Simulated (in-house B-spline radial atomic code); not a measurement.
**Ionising Zn⁷⁺ with different functionals**

Computed with an all-electron radial atomic-structure program (B-spline basis): four-component Dirac-Coulomb Hamiltonian, Fermi nucleus of rms radius 3.9283 fm, spin-restricted, spherical fractional occupations for the functionals, and exact exchange of hybrids averaged over the configuration. The ionisation energy is the difference of two self-consistent energies, [Ar] 3d5 → [Ar] 3d4, without Breit or QED terms; ε is the level of the shell that loses the electron (mean over j). The electron is taken from both j subshells in proportion to 2j + 1, so the result is a j average, not the step between ground levels.

| method | rung | ΔSCF (eV) | -ε(3d) (eV) |
| --- | --- | --- | --- |
| B97-1 | global hybrid | ? | ? |
| BHandHLYP | global hybrid | 170.13 | 163.62 |
| PBE0 | global hybrid | 170.28 | 159.31 |
| wB97X | range-separated hybrid | ? | ? |

What does B97-1 give?

ΔSCF 170.29 eV, and -ε(3d) = 158.60 eV.

What does wB97X give?

ΔSCF 169.96 eV, and -ε(3d) = 161.10 eV.

Among the functionals, which spreads more, the ΔSCF values or the orbital energies?

The orbital energies: ΔSCF values span about 0.33 eV and the orbital energies 5.02 eV; here energy differences depend much less on the functional than eigenvalues do.

How do they compare with the NIST value?

NIST lists 174 eV ± 1.7 (semi-empirical, ground level to ground level). Errors run from -3.94 to -3.61 eV. The correlated functionals all miss on the same side by more than they spread, so the cause is common to them (Breit-QED terms, spin polarisation, the choice among j levels, multiplet and fine-structure energies, or a listed next ion that isn't the cheapest removal here) and closeness doesn't rank the functionals.
